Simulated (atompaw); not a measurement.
**u(r) = r·R(r): atom against pseudo-atom (S (Z = 16))**

Columns: radius, all-electron u(r) and pseudo u(r) of the 3p shell (level -7.11 eV) of sulfur in the configuration [He] 2s2 2p6 3s2 3p4; LDA (PW92), scalar-relativistic, PAW (atompaw) scheme, atompaw 4.2.0.5.

```
r (bohr)  all-electron   pseudo
   0.035       -0.0332  -0.0016
   0.069       -0.0988  -0.0062
   0.104       -0.1720  -0.0136
   0.138       -0.2348  -0.0229
   0.173       -0.2844  -0.0339
   0.208       -0.3169  -0.0453
   0.242       -0.3324  -0.0559
   0.277       -0.3333  -0.0652
   0.312       -0.3210  -0.0718
   0.346       -0.2985  -0.0747
   0.381       -0.2667  -0.0732
   0.415       -0.2292  -0.0668
   0.450       -0.1854  -0.0546
   0.485       -0.1378  -0.0365
   0.519       -0.0892  -0.0133
   0.554       -0.0378   0.0160
   0.588        0.0127   0.0491
   0.623        0.0645   0.0874
   0.658        0.1156   0.1288
   0.692        0.1641   0.1710
   0.727        0.2123   0.2155
   0.762        0.2588   0.2599
   0.796        0.3018   0.3021
   0.831        0.3439   0.3440
   0.865        0.3826   0.3826
   0.900        0.4200   0.4200
```

Task: How many radial nodes do the two functions have?

Result: The all-electron 3p function has n − l − 1 = 1; the pseudo-wave has 1, since 1 lower shell of the same l stays in the valence.

Task: Is the pseudo-wave norm-conserving?

Result: No, it belongs to a PAW set: the norm inside the radius is not constrained, and the difference is carried by the augmentation charge.
